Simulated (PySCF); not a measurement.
Computed IR spectrum (relative IR intensity) of a molecule C₅H₄F₂O. Geometry: PBE-D3(BJ)/def2-SVP. The values are those of a single conformer. Method: PBE-D3(BJ)/def2-SVP run with PySCF. No scaling factor is applied to the harmonic values.

ν (cm⁻¹): 697 (vw), 749 (w), 835 (vw), 873 (w), 933 (w), 1100 (w), 1228 (w), 1271 (vs), 1319 (w), 1347 (m), 1428 (w), 1785 (m), 2016 (w), 3025 (vw), 3137 (vw) (against the strongest line: vs over 80 %, s over 45 %, m over 15 %, w over 4 %, vw less)

Task: Which molecule gave these data?
(A) O=C1CC(=C(F)F)C1
(B) C=C=COC=C(F)F
(C) C=C(F)[C@@H]1OC=C1F
(D) FC1=COC(F)=CC1

Result: B, C=C=COC=C(F)F
